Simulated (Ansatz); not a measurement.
**Cost against result**

Saddle point of SiH4SO2, closed shell (SiH₄SO₂ ([OH][SiH]([OH])[SH]) → SiH₂SO₂ ([OH][Si]([OH])[S]) + H₂; bonds formed: H2–H4; bonds broken: Si1–H2, S3–H4), PBE0-D4/def2-TZVP structure:

Si1  (-0.220, -0.076, 0.124)
H2  (0.994, -0.850, -0.766)
S3  (-1.657, -1.195, -0.696)
H4  (0.119, -1.269, -1.019)
O5  (0.035, 1.485, -0.257)
O6  (0.304, -0.297, 1.637)
H7  (-0.431, 1.806, -1.032)
H8  (0.857, 0.395, 2.009)
(Å)

Barriers are electronic and count from the start structure reached by relaxing down the imaginary mode.

Ansatz 0.2.0; basis: as named in each row; cores frozen in the correlated methods. B3LYP uses VWN-RPA correlation. Extrapolation: Hartree–Fock as exp(−7.88 √X), correlation as X^−2.97.

Times are rough, for one single point on 4 threads of a shared host (Arm Neoverse V1).

The estimate by CCSD(T) at an estimated basis limit (MP2 extrapolated from triple and quadruple zeta, plus CCSD(T) − MP2 in triple zeta) is 195.4 kJ/mol.

| method | basis | time (s) | barrier (kJ/mol) | method less estimate |
| --- | --- | --- | --- | --- |
| HF | STO-3G | under 1 | 559.7 | 364.3 |
| PBE-D4 | STO-3G | under 1 | 375.8 | 180.4 |
| SPW92 | def2-SVP | under 1 | 148.9 | -46.5 |
| B3LYP-D4 | 6-31G | under 1 | 255.7 | 60.3 |
| PBE-D4 | def2-SVP | under 1 | 165.1 | -30.3 |
| PBE0-D4 | def2-SVP | under 1 | 185.0 | -10.4 |
| SPW92 | def2-TZVPP | 1 | 147.1 | -48.3 |
| CCSD(T) | def2-SVP | 2 | 214.2 | 18.8 |
| PBE-D4 | def2-TZVPP | 2 | 162.7 | -32.7 |
| BLYP-D4 | def2-TZVPP | 2 | 178.7 | -16.7 |
| BHLYP-D4 | def2-TZVPP | 3 | 213.8 | 18.4 |
| CAM-B3LYP-D4 | def2-TZVPP | 3 | 202.0 | 6.6 |
| B3LYP-D4 | def2-TZVPP | 3 | 191.9 | -3.6 |
| wB97M-V | def2-SVP | 3 | 198.5 | 3.0 |
| RPA on PBE | def2-TZVPP | 4 | 201.4 | 6.0 |
| r2SCAN-D4 | def2-TZVPP | 4 | 172.1 | -23.3 |
| PBE0-D4 | def2-TZVPP | 4 | 180.8 | -14.6 |
| PBE-QIDH | def2-TZVPP | 5 | 193.1 | -2.4 |
| B2PLYP | def2-TZVPP | 5 | 194.4 | -1.0 |
| r2SCAN0-D4 | def2-TZVPP | 5 | 185.6 | -9.8 |
| wB97X-V | def2-TZVPP | 6 | 203.3 | 7.9 |
| wB97M-V | def2-TZVPP | 7 | 196.2 | 0.8 |
| B97M-V | def2-TZVPP | 8 | 172.6 | -22.8 |
| MP2 | def2-QZVPP | 22 | 189.4 | -6.0 |
| CCSD(T) | def2-TZVPP | 58 | 200.0 | 4.6 |

All methods are single points on the PBE0-D4 structures.

No T1 diagnostic of these runs exceeds 0.014.

Labels in which every atom is bracketed show which atoms are joined, not bond orders.
